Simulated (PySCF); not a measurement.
disulfane (H2S2), SMILES SS. Geometry optimised at PBE-D3(BJ)/def2-TZVP.

Method: PySCF with PBE-D3(BJ)/def2-TZVP.

Harmonic wavenumbers (cm⁻¹): 455, 504, 866, 869, 2549, 2553. Rotational constants (GHz): 144.1, 6.897, 6.896; symmetry number 2.

Question: Work out the zero-point energy and the ideal-gas rigid-rotor harmonic-oscillator thermochemistry at 298.15 K and 1 atm.

Answer: ZPE = ½ Σ hcν = ½ × 7796 cm⁻¹ = 46.63 kJ/mol. H − E(el) = 58.13 kJ/mol. Entropy in J/(mol K): translation 161.02, rotation 83.68, vibration 7.31, total 252.01. G − E(el) = -17.01 kJ/mol. Cp = 48.68 J/(mol K).
